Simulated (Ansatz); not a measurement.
Frontier orbitals of CH₃FSSi (`F[SiH2]C=S`).

```xyz
7

F     0.239   -1.547   -1.321
Si    0.236   -0.735    0.059
C    -0.352    1.021   -0.217
S    -0.402    1.957    1.093
H    -0.690   -1.409    0.994
H     1.619   -0.700    0.583
H    -0.650    1.414   -1.192
```

Total charge 0; spin multiplicity 1. The geometry is a stationary point of PBE0-D4/def2-TZVP. It is one conformer, not always the lowest. Basis def2-TZVPP, Ansatz 0.2.0.

```csv
functional,HOMO (eV),LUMO (eV)
ωB97X-V,-9.19,-0.87
```

Give HOMO and LUMO (eV) with LDA (SPW92), PBE, revPBE, BLYP, r2SCAN, B97M-V, PBE0, B3LYP, r2SCANh, r2SCAN0, HSE06 (plane-wave form), BHLYP, CAM-B3LYP, LC-ωPBE, ωB97M-V, HF. (Estimate.)

Computed: 
| functional | HOMO | LUMO |
| --- | --- | --- |
| LDA (SPW92) | -5.77 | -4.24 |
| PBE | -5.64 | -4.04 |
| revPBE | -5.59 | -3.97 |
| BLYP | -5.49 | -3.87 |
| r2SCAN | -5.85 | -3.97 |
| B97M-V | -5.95 | -3.93 |
| PBE0 | -6.85 | -3.12 |
| B3LYP | -6.62 | -3.30 |
| r2SCANh | -6.30 | -3.62 |
| r2SCAN0 | -6.99 | -3.09 |
| HSE06 (plane-wave form) | -6.45 | -3.50 |
| BHLYP | -7.94 | -2.03 |
| CAM-B3LYP | -8.18 | -1.93 |
| LC-ωPBE | -9.55 | -0.83 |
| ωB97M-V | -9.03 | -0.92 |
| HF | -9.64 | 0.59 |

B3LYP here is the variant with VWN-RPA as its local correlation; programs differ in this. LC-ωPBE has ω = 0.4 bohr⁻¹.
